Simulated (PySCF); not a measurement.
Cartesian coordinates (Å):
SMILES: CB(C)O
```xyz
11

C      1.4862    -0.0183     0.1437
B     -0.0330     0.3733     0.1171
C     -1.1508    -0.6429    -0.3312
O     -0.3485     1.6438     0.4990
H      1.6710    -0.6895     0.9914
H      1.7799    -0.5794    -0.7483
H      2.1456     0.8442     0.2547
H     -1.0869    -0.7919    -1.4158
H     -2.1729    -0.3237    -0.1059
H     -0.9970    -1.6309     0.1124
H     -1.2935     1.8153     0.4828
```
Charge 0, multiplicity 1.

**Question.** Give the HOMO–LUMO gap, total energy and HOMO at the level PBE0-D4/def2-TZVP run with PySCF.

**Answer.** 
The HOMO–LUMO gap is 9.10 eV, the total energy is -180.4279 Ha and the HOMO is -8.41 eV.
